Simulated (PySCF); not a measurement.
Compound: C4H8N2O2Si.
Numbering: `[CH3:1][CH2:2][c:3]1[n:4][c:5]([O:6][SiH3:7])[n:8][o:9]1`

Geometry (GFN2-xTB, Å), atoms numbered from 1 in this order:
```xyz
17
C4H8N2O2Si angstrom
C     -2.7509   -0.5759   -0.3740
C     -1.8272   -0.8864    0.8067
C     -0.6972    0.0705    0.8404
N      0.5286   -0.1358    0.4694
C      1.1213    1.0792    0.6800
O      2.3759    1.3044    0.4313
Si     3.4389    0.1908   -0.1695
N      0.2994    1.9767    1.1533
O     -0.8934    1.3212    1.2617
H     -3.1475    0.4327   -0.2893
H     -2.2081   -0.6601   -1.3121
H     -3.5803   -1.2776   -0.3863
H     -1.4176   -1.8919    0.7156
H     -2.3848   -0.8011    1.7409
H      4.6046    1.0600   -0.1982
H      3.5444   -0.9359    0.7528
H      2.9869   -0.2585   -1.4834
```

Definitions: NICS(0) = −σiso at the ring centroid; NICS(1) = −σiso and NICS(1)zz = −σzz at ±1 Å along the ring normal z. Level: GIAO PBE0/pcSseg-1 (PySCF, non-relativistic, gas phase) on the GFN2-xTB geometry, one conformer.

Ring bond lengths (Å), with Mayer bond orders in brackets: C3–N4 1.297 (1.61), N4–C5 1.368 (1.24), C5–N8 1.306 (1.63), N8–O9 1.365 (0.95), O9–C3 1.334 (1.12).

Task: What do the NICS probes read (ppm)?

Result: 
```
          ring                                                       type  NICS(0)  NICS(1), two faces  NICS(1)zz, two faces  rms pucker (Å)  centre to ring atoms, mean (Å)
C3–N4–C5–N8–O9  5-membered ring with 2 N and O; formal bonds all aromatic    -10.3         -9.4 / -9.4         -22.4 / -23.0            0.00                            1.13
```

Task: What can be read from them?

Result: 
- C3–N4–C5–N8–O9: mean NICS(1)zz -22.7 ppm, shielded. For a flat ring without four-coordinate atoms the NICS criterion counts such a value as aromatic.

Task: What does the geometric index give? Use HOMA with the parameters of Krygowski (1993).

Result: 
- C3–N4–C5–N8–O9: HOMA 0.63; the largest term is that of N8–O9, α(R − Ropt)² = 0.79.

Task: At the second NICS(1) probe listed for ring C3–N4–C5–N8–O9, 1 Å off the ring, how large is the induced field along the normal in 14.1 T applied along it?

Result: NICSzz × B0 = -23.0 ppm × 14.1 T = -324 μT, against the applied field.

Task: What are the shieldings of the ring atoms and their hydrogens in the same run (means over atoms taken as equivalent)?

Result: 
| atoms | environment | σ isotropic (ppm) |
| --- | --- | --- |
| C3 | substituted aromatic carbon | -1.1 |
| N4 | pyridine-type nitrogen | 8.1 |
| C5 | aromatic carbon bearing oxygen | 9.6 |
| N8 | pyridine-type nitrogen | -90.7 |
| O9 | ring oxygen | -50.5 |

On an Arm Neoverse N1 with one thread, on a shared host, this took 65 s and 0.87 GiB of memory at its peak. This is the whole shielding run at PBE0/pcSseg-1, SCF included.
